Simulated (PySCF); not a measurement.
Species: C3H6BBrSi.
SMILES with atom numbers: `[CH:1]#[C:2][B:3]([Br:4])[CH2:5][SiH3:6]` (hydrogens: H7 on C1; H8, H9 on C5; H10, H11, H12 on Si6)

A GFN2-xTB structure was refined with PBE0-D3(BJ)/def2-SVP geometry optimisation, gas phase (PySCF). Its GFN2-xTB values:

```
  coordinate  GFN2-xTB
       C1≡C2   1.182 Å
       C1–H7   1.063 Å
       C2–B3   1.495 Å
      B3–Br4   1.897 Å
       B3–C5   1.568 Å
      C5–Si6   1.936 Å
       C5–H8   1.084 Å
     Si6–H10   1.468 Å
     Si6–H11   1.449 Å
    C1–C2–B3    178.8°
   C2–B3–Br4    119.9°
    C2–B3–C5    121.8°
   B3–C5–Si6    109.4°
   Br4–B3–C5    118.1°
C2–B3–C5–Si6      -91°
```

**Question.** How do these coordinates change at the PBE0-D3(BJ)/def2-SVP level?

**Answer.** 
```
  coordinate  PBE0-D3(BJ)/def2-SVP (Å or °)  change
     Si6–H11                          1.493  +0.044
      C5–Si6                          1.900  -0.036
       C1≡C2                          1.218  +0.036
      B3–Br4                          1.925  +0.028
     Si6–H10                          1.493  +0.025
       C2–B3                          1.520  +0.025
       B3–C5                          1.547  -0.021
       C5–H8                          1.102  +0.018
       C1–H7                          1.076  +0.013
   C2–B3–Br4                          117.1    -2.8
   Br4–B3–C5                          119.9    +1.8
    C2–B3–C5                          122.9    +1.1
    C1–C2–B3                          179.2    +0.4
   B3–C5–Si6                          109.4     0.0
C2–B3–C5–Si6                            -86      +5
```

The energy falls by 17.6 kJ/mol over 7 energy and gradient evaluations, the largest force component goes from 0.0622 to 3.2e-04 Eh/bohr, and the atoms move by 0.090 Å rms after alignment. The bond that changes most is Si6–H11 (SiH3 silicon to Si–H hydrogen), which lengthens by 0.044 Å. Bonds longer at the end by more than 0.005 Å: 9 of 11; shorter: 2. Rotational constants go from 1894, 1251, 820.9 to 1945, 1193, 803.7 MHz.

The run used 136 basis functions and 45 SCF cycles in all. Hardware: Arm Neoverse V2, one thread (shared host). Cost: 56 s of wall time, 0.53 GiB resident at most.

Not checked by PBE0-D3(BJ)/def2-SVP frequencies. The numbers are those of one conformer.

Shape of the structure used: `[CH:1]#[C:2][B:3]([Br:4])[CH2:5][SiH3:6]`: C2–B3–C5–Si6 -86°.
